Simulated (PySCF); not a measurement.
# trifluoroacetic acid: full NMR table

```yaml
Formula: C2HF3O2
SMILES: O=C(O)C(F)(F)F
Point_group_of_the_computed_structure: C1
Degrees_of_unsaturation: 1
Carbon_signals: 2
Proton_signals: 1
```

Numbering as in the mapped SMILES `[O:1]=[C:2]([OH:3])[C:4]([F:5])([F:6])[F:7]` (H(Xn): hydrogen on atom n).

Rapidly exchanging positions averaged, no solvent model, non-relativistic Hamiltonian, single conformer. Geometry from PBE0-D3(BJ)/def2-SVP; B3LYP/pcJ-1 coupling constants; NMR shieldings at PBE0/pcSseg-1/GIAO; PySCF.

Shifts are taken against calculated references (same method and geometry level): TMS for $^{1}$H (σref 31.27), $^{13}$C (σref 184.41); CFCl3 for $^{19}$F (σref 177.25); $^{17}$O (σref 334.56) against H2O.

| carbon | δC, type | δH (multiplicity, J in Hz) | HMBC from (abs. J ≥ 3 Hz) | span of the C tensor (ppm) |
| --- | --- | --- | --- | --- |
| C2 | 162.3, C | – | – | 158 |
| C4 | 119.6, C | – | – | 35 |

Other nuclei:
```json
{"atoms": "H(O3)", "nucleus": "$^{1}$H", "environment": "hydrogen on an acid hydroxyl oxygen", "δ (ppm)": "6.16", "σ (ppm)": "25.10"}
{"atoms": "F5/F6/F7", "nucleus": "$^{19}$F", "environment": "fluorine of a CF3 group", "δ (ppm)": "-87.2", "σ (ppm)": "264.5"}
{"atoms": "O1", "nucleus": "$^{17}$O", "environment": "carbonyl oxygen", "δ (ppm)": "438.5", "σ (ppm)": "-103.9"}
{"atoms": "O3", "nucleus": "$^{17}$O", "environment": "acid hydroxyl oxygen", "δ (ppm)": "201.0", "σ (ppm)": "133.5"}
```

Selected couplings (Hz, signed; the shortest-range and largest first, 30 at most; isotopes $^{13}$C, $^{19}$F): $^{1}J$(C4,F5) -355.4, $^{1}J$(C2,C4) 110.7, $^{2}J$(C2,F5) 48.1.

1. Carbon types of the structure: 2 × C, leaving 1 H on heteroatoms.
2. δC 162.3: carboxylic acid carbon; it is a carbonyl in resonance with an O or N lone pair, the region of acids, esters and amides.
3. δC 119.6: CF3 carbon; 3 electronegative neighbours deshield it.
4. δH 6.16: hydrogen on an acid hydroxyl oxygen; exchangeable; this is the value without hydrogen bonding to other molecules.

Exchangeable OH/NH protons stand at their gas-phase positions; hydrogen bonding in a real sample shifts them, mostly to higher δ. Common functionals overestimate the size of one-bond C–F couplings by tens of Hz; these are unscaled. Shifts are as computed. Against solution values, carbons near 30 ppm lie about +2 ppm off and those near 130 ppm about +5 ppm. Of 1211 compounds with measured shifts, 218 miss one by over three times the rms of a fit or turn the order of signals round; such compounds aren't used in these exercises. In solution the two oxygens of a carboxylic acid exchange roles by proton transfer and give one 17O line. Hydrogen bonding in solution shields acid and N–H amide carbonyl oxygens by tens of ppm. The C=O carbon of an acid or of an amide with N–H lies up to 10 ppm further downfield in solution, through hydrogen bonding that the calculation lacks. Unscaled 19F shifts against computed CFCl3 carry errors that often reach 10 to 50 ppm. Unscaled 17O shifts of doubly bonded oxygen tend to come out too high, by tens of ppm or more. Experimental scales use liquid or dissolved standards, which lie at an offset from isolated H2O (liquid H2O: subtract about 36 ppm).
